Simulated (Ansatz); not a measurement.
Ideal-gas functions of CH2BNO (`BN=C=O`) at 400 K and 1 bar, from an Ansatz frequency run at PBE0-D4/def2-TZVP.

Molar mass 54.85 g/mol, point group Cs (symmetry number 1), electronic degeneracy 1, moments of inertia 2.921, 112.879, 115.801 u Å². Harmonic wavenumbers (cm⁻¹, unscaled): 78, 149, 599, 660, 907, 953, 1024, 1250, 1609, 2426, 2592, 2683.

Use S(trans) = R[1.5 ln M + 2.5 ln T − 1.1517]; rotational temperatures θ = 24.2544 K / I; S(rot) = R[ln(√π/σ · √(T³/θAθBθC)) + 1.5]; for each mode x = 1.438777 ν̃/T, S = R[x/(eˣ − 1) − ln(1 − e⁻ˣ)] and H = RT x/(eˣ − 1); 1 cm⁻¹ = 0.0119627 kJ/mol; R = 8.31446 J/(mol·K).

Question: By hand: the entropy, in J/(mol·K).

Answer: Translation 164.9. Rotation: θ = 8.3035, 0.2149, 0.2094 K, giving 96.0. Vibration, mode by mode: 18.91, 13.60, 3.37, 2.84, 1.40, 1.23, 1.00, 0.51, 0.17, 0.01, 0.01, 0.01, in all 43.1. Electronic 0.0. Sum 304.0 J/(mol·K).

Question: By hand: H − E and G − E in kJ/mol, counted from the electronic energy.

Answer: Zero-point energy ½ × 14930 × 0.0119627 = 89.3; thermal vibration 8.5; translation, rotation and pV give 4 RT = 13.3. H − E = 111.1 kJ/mol, and G − E = 111.1 − 400 × 304.0/1000 = -10.5 kJ/mol.

Vibration gives 14 % of the entropy, 32.5 J/(mol·K) of it from the modes under 150 cm⁻¹: soft modes count most, and the harmonic formula is weakest for them.
